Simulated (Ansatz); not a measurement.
System: C₂H₇O₂Si (charge 0, doublet). It need not be the lowest isomer of its formula. 
Coordinates optimised at B3LYP-D3(BJ)/def2-TZVP (Ansatz, a quantum-chemistry and plane-wave program):
SMILES: CO[SiH]OC
```xyz
12

Si    -0.0188     0.3986     0.3504
O     -1.2539    -0.5834    -0.1057
C     -2.6326    -0.2829     0.0412
O      1.3225    -0.3377    -0.2466
C      2.6274     0.2191    -0.2478
H     -0.1835     1.7521    -0.2959
H     -3.1977    -1.0420    -0.4986
H     -2.9319    -0.3034     1.0926
H     -2.8761     0.6989    -0.3768
H      3.2661    -0.4321    -0.8436
H      2.6359     1.2198    -0.6910
H      3.0336     0.2779     0.7656
```
Charge 0, spin multiplicity 2.

Total electronic energies in hartree. Cores are frozen in the correlated levels unless marked. Open shells are spin-unrestricted. Spin-orbit coupling is left out. No relativistic terms. CBS(X,Y): correlation extrapolated as X^-3; Hartree-Fock from the larger set.

```
level                                        program  energy (Eh)
------------------------------------  --------------  -----------
HF/cc-pV(D+d)Z                                Ansatz   -518.49867
HF/cc-pVTZ                                    Ansatz   -518.59493
HF/cc-pV(Q+d)Z                                Ansatz   -518.62282
r2SCAN-D3(BJ)/def2-TZVPD              Ansatz + dftd3   -520.33365
PBE0-D4/def2-TZVP                     Ansatz + dftd4   -520.10133
r2SCANh-D4/def2-TZVPD                 Ansatz + dftd4   -520.31953
CAM-B3LYP-D3(BJ)/def2-TZVPD           Ansatz + dftd3   -520.40302
LC-wPBE-D4/def2-TZVPD                 Ansatz + dftd4   -520.26141
wB97X-V/def2-TZVPD                            Ansatz   -520.35750
RPA@PBE/cc-pV(Q+d)Z                           Ansatz   -520.20042
SCS-MP2/cc-pV(T+d)Z                           Ansatz   -519.51965
CCSD/6-31G                                    Ansatz   -518.80602
CCSD/cc-pVTZ                                  Ansatz   -519.55668
CCSD(T)/cc-pV(T+d)Z                           Ansatz   -519.59794
CCSD(T)/CBS(cc-pV(T+d)Z,cc-pV(Q+d)Z)          Ansatz    -519.7292
```

Totals of different functionals don't rank their quality; only differences between species are comparable.
